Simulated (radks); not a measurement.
Values are calculated unless marked as measured or tabulated.
Question: All-electron atom: Sr I in [Kr] 5s2. Level of theory: Dirac Kohn-Sham, XLYP, spin-unpolarised, spherical densities, point nucleus (a radial shooting solver on a logarithmic mesh with Libxc functionals). Some entries of the table are withheld. Estimate them.

orbital,occ.,eigenvalue (eV),r(max) (bohr),<r^2> (bohr^2)
1s1/2,2,-15936.18,0.02553,(1)
2s1/2,2,-2157.304,0.1452,(2)
2p1/2,2,(3),0.1136,0.02668
2p3/2,4,(4),0.1171,0.02809
3s1/2,2,-333.2265,(5),0.2781
3p1/2,2,-262.8683,0.4247,(6)
3p3/2,4,-252.3699,0.4337,(7)
3d3/2,4,-128.8307,0.3747,0.3005
3d5/2,6,-126.9989,0.3774,0.3048
4s1/2,2,-40.6449,1.189,2.093
4p1/2,2,-23.3551,1.307,(8)
4p3/2,4,-22.1872,1.334,(9)
5s1/2,2,-3.3910,3.617,21.36

Answer: 
(1) 1s1/2 <r^2> (bohr^2): 0.002066
(2) 2s1/2 <r^2> (bohr^2): 0.03501
(3) 2p1/2 eigenvalue (eV): -1963.473
(4) 2p3/2 eigenvalue (eV): -1895.004
(5) 3s1/2 r(max) (bohr): 0.4359
(6) 3p1/2 <r^2> (bohr^2): 0.2823
(7) 3p3/2 <r^2> (bohr^2): 0.2943
(8) 4p1/2 <r^2> (bohr^2): 2.764
(9) 4p3/2 <r^2> (bohr^2): 2.891
